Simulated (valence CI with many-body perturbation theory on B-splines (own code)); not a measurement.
## Energy levels of Te⁴⁵⁺

Computed by valence CI with perturbative core correlation (CI+MBPT): five valence electrons over a frozen Dirac-Fock core [He], a basis of 9 s, 9 p, 8 d, 6 f, 3 g, 1 h functions for each j, with the one-electron correlation potential Σ1 (screened to all orders), the two-electron term Σ2, the three-electron term Σ3, Breit, model QED; selected single and double excitations, second order for the rest, scaled by the run's own slope (own B-spline code, finite nucleus).

No measured spectrum was set against this ion. As an estimate, large intervals hold to a few tenths of a per cent, small ones and those within an open d or f shell to about a per cent. Among the levels kept, up to 3700 cm⁻¹ of a level comes from second order outside the variational space, and about a tenth of that is noise between levels of different J, which matters for small intervals.

Levels 1 to 45 of 62, with energies above the lowest level, (2s^2 2p1/2^2 2p3/2) J=3/2. "Leading %" is the weight of the configuration and term that name the level; weights of strongly mixed levels are sums over their largest components and can fall short, so below about 35 % the name and the second component can differ from the true leading terms, or belong to a minority configuration. In the jj column 3d3/2^4 stands for four electrons in 3d with j = 3/2.

| No. | Configuration | Term | J | E (eV) | Leading % | Leading jj | Second component |
| --- | --- | --- | --- | --- | --- | --- | --- |
| 1 | 2s2 2p3 | 2P° | 3/2 | 0.0 | 46 | 2s^2 2p1/2^2 2p3/2 (99 %) | 28 % 2s2 2p3 4S° |
| 2 | 2s2 2p3 | 4S° | 3/2 | 270.4 | 54 | 2s^2 2p1/2 2p3/2^2 (99 %) | 45 % 2s2 2p3 2D° |
| 3 | 2s2 2p3 | 2D° | 5/2 | 289.8 | 100 | 2s^2 2p1/2 2p3/2^2 (100 %) |  |
| 4 | 2s2 2p3 | 2P° | 1/2 | 319.2 | 100 | 2s^2 2p1/2 2p3/2^2 (100 %) |  |
| 5 | 2s 2p4 | 4P | 5/2 | 477.3 | 76 | 2s 2p1/2^2 2p3/2^2 (99 %) | 24 % 2s 2p4 2D |
| 6 | 2s 2p4 | 2S | 1/2 | 542.4 | 59 | 2s 2p1/2^2 2p3/2^2 (98 %) | 34 % 2s 2p4 4P |
| 7 | 2s 2p4 | 2P | 3/2 | 543.9 | 42 | 2s 2p1/2^2 2p3/2^2 (97 %) | 36 % 2s 2p4 2D |
| 8 | 2s2 2p3 | 2P° | 3/2 | 590.7 | 53 | 2s^2 2p3/2^3 (99 %) | 29 % 2s2 2p3 2D° |
| 9 | 2s 2p4 | 4P | 3/2 | 767.6 | 78 | 2s 2p1/2 2p3/2^3 (98 %) | 16 % 2s 2p4 2D |
| 10 | 2s 2p4 | 2D | 5/2 | 798.8 | 76 | 2s 2p1/2 2p3/2^3 (99 %) | 24 % 2s 2p4 4P |
| 11 | 2s 2p4 | 2P | 1/2 | 833.1 | 60 | 2s 2p1/2 2p3/2^3 (96 %) | 36 % 2s 2p4 4P |
| 12 | 2s 2p4 | 2P | 3/2 | 844.5 | 51 | 2s 2p1/2 2p3/2^3 (99 %) | 48 % 2s 2p4 2D |
| 13 | 2p5 | 2P° | 3/2 | 1073.4 | 99 | 2p1/2^2 2p3/2^3 (99 %) |  |
| 14 | 2s 2p4 | 2S | 1/2 | 1121.0 | 37 | 2s 2p3/2^4 (97 %) | 33 % 2s 2p4 2P |
| 15 | 2p5 | 2P° | 1/2 | 1363.7 | 100 | 2p1/2 2p3/2^4 (100 %) |  |
| 16 | 2s2 2p2 3s | 4P | 1/2 | 4220.1 | 49 | 2s^2 2p1/2^2 3s (99 %) | 28 % 2s2 2p2 3s 2S |
| 17 | 2s2 2p2 3p | 2P° | 1/2 | 4282.7 | 43 | 2s^2 2p1/2^2 3p1/2 (99 %) | 40 % 2s2 2p2 3p 4D° |
| 18 | 2s2 2p2 3p | 2P° | 3/2 | 4374.9 | 31 | 2s^2 2p1/2^2 3p3/2 (99 %) | 22 % 2s2 2p2 3p 4D° |
| 19 | 2s2 2p2 3d | 2D | 3/2 | 4436.3 | 39 | 2s^2 2p1/2^2 3d3/2 (99 %) | 35 % 2s2 2p2 3d 4F |
| 20 | 2s2 2p2 3d | 2D | 5/2 | 4467.4 | 32 | 2s^2 2p1/2^2 3d5/2 (98 %) | 20 % 2s2 2p2 3d 4D |
| 21 | 2s2 2p2 3s | 4P | 3/2 | 4496.0 | 88 | 2s^2 2p1/2 2p3/2 3s (99 %) | 10 % 2s2 2p2 3s 2P |
| 22 | 2s2 2p2 3s | 2P | 1/2 | 4502.9 | 67 | 2s^2 2p1/2 2p3/2 3s (99 %) | 32 % 2s2 2p2 3s 4P |
| 23 | 2s2 2p2 3s | 2D | 5/2 | 4512.5 | 61 | 2s^2 2p1/2 2p3/2 3s (98 %) | 38 % 2s2 2p2 3s 4P |
| 24 | 2s2 2p2 3s | 2D | 3/2 | 4516.6 | 62 | 2s^2 2p1/2 2p3/2 3s (99 %) | 36 % 2s2 2p2 3s 2P |
| 25 | 2s2 2p2 3p | 4P° | 1/2 | 4558.1 | 46 | 2s^2 2p1/2 2p3/2 3p1/2 (99 %) | 29 % 2s2 2p2 3p 4D° |
| 26 | 2s2 2p2 3p | 4D° | 3/2 | 4563.5 | 55 | 2s^2 2p1/2 2p3/2 3p1/2 (99 %) | 23 % 2s2 2p2 3p 2D° |
| 27 | 2s2 2p2 3p | 2F° | 5/2 | 4575.1 | 45 | 2s^2 2p1/2 2p3/2 3p1/2 (99 %) | 32 % 2s2 2p2 3p 2D° |
| 28 | 2s2 2p2 3p | 2P° | 3/2 | 4598.2 | 41 | 2s^2 2p1/2 2p3/2 3p1/2 (98 %) | 26 % 2s2 2p2 3p 2D° |
| 29 | 2s2 2p2 3p | 4D° | 5/2 | 4640.3 | 46 | 2s^2 2p1/2 2p3/2 3p3/2 (89 %) | 32 % 2s2 2p2 3p 4P° |
| 30 | 2s2 2p2 3p | 4P° | 1/2 | 4646.9 | 34 | 2s^2 2p1/2 2p3/2 3p3/2 (98 %) | 33 % 2s2 2p2 3p 2P° |
| 31 | 2s2 2p2 3p | 2D° | 3/2 | 4652.7 | 52 | 2s^2 2p1/2 2p3/2 3p3/2 (99 %) | 26 % 2s2 2p2 3p 4P° |
| 32 | 2s2 2p2 3p | 2F° | 7/2 | 4659.4 | 61 | 2s^2 2p1/2 2p3/2 3p3/2 (99 %) | 39 % 2s2 2p2 3p 4D° |
| 33 | 2s2 2p2 3p | 2P° | 3/2 | 4663.7 | 34 | 2s^2 2p1/2 2p3/2 3p3/2 (86 %) | 23 % 2s2 2p2 3p 4S° |
| 34 | 2s2 2p2 3p | 2D° | 5/2 | 4671.8 | 35 | 2s^2 2p1/2 2p3/2 3p3/2 (60 %) | 17 % 2s 2p3 3s 4P° |
| 35 | 2s2 2p2 3p | 2D° | 5/2 | 4683.1 | 23 | 2s^2 2p1/2 2p3/2 3p3/2 (49 %) | 21 % 2s 2p3 3s 4P° |
| 36 | 2s2 2p2 3p | 2P° | 1/2 | 4688.2 | 83 | 2s^2 2p1/2 2p3/2 3p3/2 (95 %) | 8 % 2s2 2p2 3p 4D° |
| 37 | 2s 2p3 3s | 2P° | 3/2 | 4697.6 | 30 | 2s 2p1/2^2 2p3/2 3s (86 %) | 29 % 2s 2p3 3s 4S° |
| 38 | 2s2 2p2 3d | 4F | 3/2 | 4713.2 | 43 | 2s^2 2p1/2 2p3/2 3d3/2 (98 %) | 30 % 2s2 2p2 3d 2P |
| 39 | 2s2 2p2 3d | 4F | 5/2 | 4715.1 | 55 | 2s^2 2p1/2 2p3/2 3d3/2 (97 %) | 36 % 2s2 2p2 3d 2F |
| 40 | 2s2 2p2 3d | 4D | 1/2 | 4716.8 | 80 | 2s^2 2p1/2 2p3/2 3d3/2 (100 %) | 14 % 2s2 2p2 3d 2P |
| 41 | 2s2 2p2 3d | 2G | 7/2 | 4727.8 | 44 | 2s^2 2p1/2 2p3/2 3d3/2 (90 %) | 35 % 2s2 2p2 3d 4F |
| 42 | 2s2 2p2 3d | 2F | 5/2 | 4732.7 | 25 | 2s^2 2p1/2 2p3/2 3d3/2 (62 %) | 21 % 2s2 2p2 3d 2D |
| 43 | 2s2 2p2 3d | 4D | 7/2 | 4734.4 | 49 | 2s^2 2p1/2 2p3/2 3d5/2 (94 %) | 28 % 2s2 2p2 3d 4F |
| 44 | 2s2 2p2 3d | 2D | 3/2 | 4737.4 | 26 | 2s^2 2p1/2 2p3/2 3d3/2 (50 %) | 18 % 2s2 2p2 3d 4D |
| 45 | 2s 2p3 3s | 2P° | 1/2 | 4741.0 | 37 | 2s 2p1/2^2 2p3/2 3s (93 %) | 37 % 2s 2p3 3s 4D° |

The ionisation energy to 2s2 2p2 3P_0 of the next ion comes out as 7713.9 eV (NIST: 7714 ± 4 eV (theoretical)). All 62 levels together are meant to be complete up to 4838.8 eV.
